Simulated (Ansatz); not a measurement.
```xyz
21

C     2.5332    1.3584    1.2014
C     1.0861    1.6225    0.8178
C     0.5720    0.7410   -0.3155
C     0.5188   -0.7325    0.0461
S    -0.0647   -1.8196   -1.2705
C    -1.7646   -1.2581   -1.5119
C    -2.6654   -1.4196   -0.3044
H     2.6735    0.3516    1.6016
H     2.8728    2.0609    1.9656
H     3.1933    1.4649    0.3356
H     0.4429    1.4937    1.6965
H     0.9793    2.6698    0.5175
H    -0.4294    1.0801   -0.5978
H     1.2017    0.8663   -1.2028
H    -0.0811   -0.8902    0.9476
H     1.5182   -1.1155    0.2667
H    -2.1215   -1.8732   -2.3420
H    -1.7624   -0.2250   -1.8681
H    -2.3404   -0.7897    0.5265
H    -2.6712   -2.4552    0.0409
H    -3.6910   -1.1307   -0.5510
```

Total charge 0; spin multiplicity 1.

Task: List the CAM-B3LYP/def2-TZVPP orbital energies in eV (the Gaussian-basis code of Ansatz). (Best estimate.)

Result: Ansatz gave: Occupied: -2419.27, -279.38, -279.29, -278.69, -278.68, -278.61, -278.45, -217.27, -161.89, -161.78, -161.62, -24.71, -23.76, -22.38, -20.82, -19.62, -18.08, -17.27, -15.04, -14.55, -14.00, -13.83, -13.17, -12.77, -12.44, -11.95, -11.84, -11.24, -11.01, -10.76, -10.52, -9.62, -7.52. Lowest empty: 1.74, 2.10, 2.51, 2.68, 2.97, 3.41, 3.51, 3.67.
